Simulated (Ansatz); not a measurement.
Cost and result for the atomization energy of ClH₅N₂OSi (`N[Si](N)(O)Cl`) (10 atoms, 9 bonds).

```xyz
10

N    -1.270    0.889   -0.241
Si    0.101    0.039    0.254
N     0.321   -1.271   -0.797
O     1.255    1.195    0.362
Cl    0.036   -0.864    2.124
H    -2.118    0.405   -0.483
H    -1.433    1.831    0.070
H     0.746   -2.128   -0.487
H     0.400   -1.131   -1.790
H     1.962    1.035    0.989
```

The species carries charge 0 and has multiplicity 1. Geometry: relaxed with PBE0-D4/def2-TZVP. It is one conformer, not always the lowest. Program: Ansatz. All runs use 4 threads of an AMD EPYC 9R45 on a shared host. Times are those of one run each, without the atoms' runs, and a repeat can differ threefold. Electronic energies, without spin–orbit coupling; frozen cores. CCSD(T)/CBS adds CCSD(T) − MP2 in def2-TZVPP to the MP2 limit, and its time is that of the two runs behind it. T1 = 0.010. HSE06 is the plane-wave form, built on full-range PBE exchange.

CCSD(T)/CBS is a level of theory with its own doubt, some kJ/mol a heavy atom from the limit and from the frozen cores, so smaller differences don't rank the functionals.

```json
{"level": "LDA (SPW92)/def2-TZVPP", "functions": "247", "wall time": "0.5 s", "atomization (kJ/mol)": "4249.0", "difference from CCSD(T)/CBS": "536.6", "per bond": "59.6"}
{"level": "BLYP-D4/def2-TZVPP", "functions": "247", "wall time": "0.75 s", "atomization (kJ/mol)": "3700.0", "difference from CCSD(T)/CBS": "-12.4", "per bond": "-1.4"}
{"level": "PBE-D4/def2-TZVPP (with forces)", "functions": "247", "wall time": "0.9 s", "atomization (kJ/mol)": "3755.5", "difference from CCSD(T)/CBS": "43.1", "per bond": "4.8"}
{"level": "BHLYP-D4/def2-TZVPP", "functions": "247", "wall time": "1.1 s", "atomization (kJ/mol)": "3569.4", "difference from CCSD(T)/CBS": "-143.0", "per bond": "-15.9"}
{"level": "HSE06-D4/def2-TZVPP", "functions": "247", "wall time": "1.2 s", "atomization (kJ/mol)": "3676.5", "difference from CCSD(T)/CBS": "-35.9", "per bond": "-4.0"}
{"level": "CAM-B3LYP-D4/def2-TZVPP", "functions": "247", "wall time": "1.2 s", "atomization (kJ/mol)": "3718.1", "difference from CCSD(T)/CBS": "5.7", "per bond": "0.6"}
{"level": "r2SCAN-D4/def2-TZVPP (with forces)", "functions": "247", "wall time": "1.5 s", "atomization (kJ/mol)": "3685.6", "difference from CCSD(T)/CBS": "-26.8", "per bond": "-3.0"}
{"level": "CCSD(T)/def2-SVP", "functions": "103", "wall time": "1.5 s", "atomization (kJ/mol)": "3341.5", "difference from CCSD(T)/CBS": "-370.9", "per bond": "-41.2"}
{"level": "r2SCANh-D4/def2-TZVPP", "functions": "247", "wall time": "1.6 s", "atomization (kJ/mol)": "3656.7", "difference from CCSD(T)/CBS": "-55.7", "per bond": "-6.2"}
{"level": "ωB97X-V/def2-TZVPP", "functions": "247", "wall time": "2.4 s", "atomization (kJ/mol)": "3716.7", "difference from CCSD(T)/CBS": "4.3", "per bond": "0.5"}
{"level": "MP2/def2-QZVPP", "functions": "461", "wall time": "6.5 s", "atomization (kJ/mol)": "3742.4", "difference from CCSD(T)/CBS": "30.0", "per bond": "3.3"}
{"level": "CCSD(T)/def2-TZVPP", "functions": "247", "wall time": "36 s", "atomization (kJ/mol)": "3574.7", "difference from CCSD(T)/CBS": "-137.7", "per bond": "-15.3"}
{"level": "CCSD(T)/CBS(def2)", "functions": "–", "wall time": "42 s", "atomization (kJ/mol)": "3712.4", "difference from CCSD(T)/CBS": "0.0", "per bond": "0.0"}
```

Leaving LDA and LC-ωPBE aside and taking each functional with its dispersion term where it has one, the values spread over 186.1 kJ/mol, from BHLYP-D4 to PBE-D4. LDA lies +517.8 kJ/mol from PBE without D4, its usual overbinding. From BLYP to BHLYP (50 % exact exchange), in def2-TZVPP and without D4, the atomization energy moves by −107.2 kJ/mol: exact exchange takes away binding that semilocal exchange gives to molecules. At CCSD(T), def2-SVP lies −370.9 kJ/mol from the extrapolated value and def2-TZVPP −137.7 kJ/mol: correlation converges slowly with the basis, and small sets miss more of it in the bonded molecule than in its fragments.
